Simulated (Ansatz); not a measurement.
```csv
atom,x (Å),y (Å),z (Å)
C,0.0000,0.0000,0.0000
C,0.0000,0.0000,1.3400
C,0.0000,1.1980,-0.9027
C,0.0000,1.1980,2.2427
H,0.0000,-0.9755,-0.4864
H,0.0000,-0.9755,1.8264
H,0.0000,2.1069,-0.3011
H,0.8898,1.1794,-1.5320
H,-0.8898,1.1794,-1.5320
H,0.0000,2.1069,1.6411
H,-0.8898,1.1794,2.8720
H,0.8898,1.1794,2.8720
```

Basis set: 6-31G* (spherical functions). Left uncorrelated: 4 orbitals. Charge 0, multiplicity 1.

Computed with Ansatz (development build ahead of 0.2.0); each method stands on the lowest determinant of its kind that the runs found. Restricted open shells among the atoms or ions are ROHF, correlated in semicanonical orbitals with singles.

**Question.** Give the atomization energy at this shape (free ground-state atoms in the same class of orbitals less the molecule, no zero-point energy) of singlet C₄H₈ by RHF-MP2, RHF.

**Answer.**

```
 method  atomization energy
RHF-MP2    1070.45 kcal/mol
    RHF     885.51 kcal/mol
```
